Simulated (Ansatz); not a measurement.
`Cl[SiH2]Cl` + `[OH][GeH3]` → `Cl[SiH2][O][GeH3]` + HCl at 500 K and 1 bar (ligand exchange at the Si–Cl bond).

Gas-phase electronic energies from Ansatz, PBE0-D4/def2-TZVP geometries. CCSD(T)/CBS adds triple-zeta CCSD(T) − MP2 to the extrapolated MP2 energy (def2 sets, frozen cores). This one scheme is used for every species. For Ge outer-core shells are correlated without core-valence functions, which leaves a few kJ/mol of doubt a bond. Scalar relativity is left out up to krypton. One conformer a species, not always the lowest.

```json
{"species": "`Cl[SiH2]Cl`", "CCSD(T)/CBS energy (Eh)": "-1209.93203", "H − E (kJ/mol)": "81.5", "S (J/(mol·K))": "323.4"}
{"species": "`[OH][GeH3]`", "CCSD(T)/CBS energy (Eh)": "-2153.69723", "H − E (kJ/mol)": "124.0", "S (J/(mol·K))": "309.0"}
{"species": "`Cl[SiH2][O][GeH3]`", "CCSD(T)/CBS energy (Eh)": "-2903.25837", "H − E (kJ/mol)": "169.2", "S (J/(mol·K))": "432.0"}
{"species": "HCl", "CCSD(T)/CBS energy (Eh)": "-460.38127", "H − E (kJ/mol)": "32.5", "S (J/(mol·K))": "201.9"}
```

H − E and S are ideal-gas, rigid-rotor, harmonic terms from PBE0-D4/def2-TZVP, for one conformer and one mirror image of each species. 1 Eh = 2625.50 kJ/mol, R = 8.31446 J/(mol·K).

By hand: ΔE, ΔH, ΔS and ΔG.

ΔE = (-2903.25837) + (-460.38127) − (-1209.93203) − (-2153.69723) = -0.01038 Eh = -27.3 kJ/mol. Δ(H − E) = 169.2 + 32.5 − 81.5 − 124.0 = -3.8, so ΔH = -31.1 kJ/mol. ΔS = 432.0 + 201.9 − 323.4 − 309.0 = 1.5 J/(mol·K). ΔG = -31.1 − 500 × (1.5)/1000 = -31.9 kJ/mol.

By hand: the equilibrium constant, and the temperature at which ΔG would vanish if ΔH and ΔS stayed fixed.

log₁₀ K = −ΔG/(RT ln 10) = 3.3. ΔH and −TΔS have one sign here, so there is no such temperature. One of them is within its doubt of zero, so this could turn.

The number of gas molecules stays the same, so ΔS is small and ΔH decides. A doubt of 5 kJ/mol in ΔE shifts log₁₀ K by 0.5 here. Other conformers and mirror images would add mixing entropy, several J/(mol·K) or more a flexible species. Modes under 60 cm⁻¹, often nearly free rotors, make the harmonic entropy too high. These are equilibria of isolated gas molecules and say nothing of rates. Largest T1 diagnostic: 0.011 (customary marks: 0.02 for closed shells, 0.045 for open ones).
